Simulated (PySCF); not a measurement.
Nuclear quadrupole coupling in `CCN([SiH3])[SiH2]F`

C₂H₁₀FNSi₂.
SMILES with atom numbers: `[CH3:1][CH2:2][N:3]([SiH3:4])[SiH2:5][F:6]` (hydrogens: H7, H8, H9 on C1; H10, H11 on C2; H12, H13, H14 on Si4; H15, H16 on Si5)

Cartesian coordinates in Å at the GFN2-xTB level; atoms count from 1:
```
atom  x, y, z in Å
C1    -1.4667   -1.2209   -0.3199
C2    -0.5293   -0.7242    0.7752
N3     0.4141    0.2732    0.3035
Si4    1.8386   -0.2897   -0.5336
Si5   -0.1467    1.9019    0.2516
F6     1.1421    2.8430    0.0791
H7    -0.8923   -1.6676   -1.1278
H8    -2.1498   -1.9669    0.0792
H9    -2.0456   -0.3927   -0.7217
H10    0.0303   -1.5723    1.1795
H11   -1.1238   -0.2949    1.5872
H12    2.2362   -1.5146    0.1672
H13    2.8457    0.7557   -0.4335
H14    1.5480   -0.5990   -1.9421
H15   -0.7284    2.2381    1.5426
H16   -0.9799    2.2399   -0.8978
```

Field gradients from the PBE0/pcSseg-1 density (PySCF, non-relativistic), principal values in atomic units, ordered |Vxx| ≤ |Vyy| ≤ |Vzz|:

```csv
atom,Vxx,Vyy,Vzz
N3,0.1821,0.6419,-0.8240
```

Question: Find the asymmetry η = (Vxx − Vyy)/Vzz and the couplings χ = eQV/h (234.96 MHz × Q in barn × V in au), with Q(14N) = 0.02044 b.

Answer: 
```
atom                      environment  nucleus     η  χzz (MHz)  χxx (MHz)  χyy (MHz)
  N3  nitrogen bridging silicon atoms      14N  0.56     -3.957      0.875      3.083
```

Question: What is Vzz at N3 in SI units (1 au = 9.71736 × 10²¹ V/m²)?

Answer: -0.8240 au = -8.007 × 10²¹ V/m².

Question: What couplings would deuterons (Q(2H) = 0.00286 b) have in place of the hydrogens, at this geometry?

Answer: 
```
atom  bonded to  bond length (Å)  Vzz (au)     η  χzz (kHz)
  H7         C1            1.087    0.3140  0.03        211
  H8         C1            1.087    0.3157  0.02        212
  H9         C1            1.087    0.3144  0.03        211
 H10         C2            1.094    0.2942  0.06        198
 H11         C2            1.094    0.2940  0.07        198
 H12        Si4            1.466    0.1590  0.05        107
 H13        Si4            1.455    0.1659  0.02        111
 H14        Si4            1.471    0.1556  0.02        105
 H15        Si5            1.455    0.1631  0.03        110
 H16        Si5            1.459    0.1601  0.01        108
```

Isolated species at its GFN2-xTB geometry (one conformer only). GFN2-xTB bond lengths can be off by several hundredths of an ångström, more for odd bonds, and the gradients follow them. These gradients aren't converged with respect to the basis.
